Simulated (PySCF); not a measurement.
**Correlation energy of Ni⁺ (nickel, charge +1)**

[Ar] 3d8 4p1, one real determinant (an excited configuration). All numbers are calculated (PySCF 2.14, the spin-free X2C one-electron Hamiltonian (Gaussian nucleus), in aug-cc-pVDZ-DK (7s6p4d2f, 59 functions)). Frozen: [Ar]; 9 electrons correlated.

MP2 pair energies summed by pair of shells (mhartree):

```
 pair   energy  share (%)
3d-3d  -215.36       93.7
3d-4p   -14.40        6.3
```

Total MP2 correlation energy: -229.76 mhartree.

Same-spin part -91.81 and opposite-spin part -137.95 mhartree; SCS-MP2 scales them by 1/3 and 6/5 to -196.14 mhartree.

The reference is one real determinant that mixes LS terms of this configuration.
